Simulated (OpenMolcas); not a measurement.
# How methods differ on SiAsNH6 (SMILES N[AsH][SiH3])

The species is SiAsNH6 (9 atoms), meant as a singlet with charge 0. As SMILES, `N[AsH][SiH3]`. The coordinates come from a PBE0-D4/def2-TZVP relaxation. This is one conformer, not always the lowest.

Each level gives the vertical ionisation energy (to the doublet cation) (eV). The values are calculated.

| level | kind | program | value (eV) |
| --- | --- | --- | --- |
| HF/def2-SVP | Hartree–Fock | OpenMolcas | 8.45 |
| SVWN5/def2-SVP | LDA | OpenMolcas | 9.01 |
| BLYP/def2-SVP | GGA | OpenMolcas | 8.70 |
| PBE/def2-SVP | GGA | OpenMolcas | 8.87 |
| r2SCAN/def2-SVP | meta-GGA | OpenMolcas | 9.05 |
| B3LYP/def2-SVP | global hybrid | OpenMolcas | 9.08 |
| M06-2X/def2-SVP | hybrid meta-GGA | OpenMolcas | 9.16 |
| PBE0/def2-SVP | global hybrid | OpenMolcas | 9.13 |

All-electron rows without a relativistic Hamiltonian named are non-relativistic. The values span 8.45 to 9.16 eV.
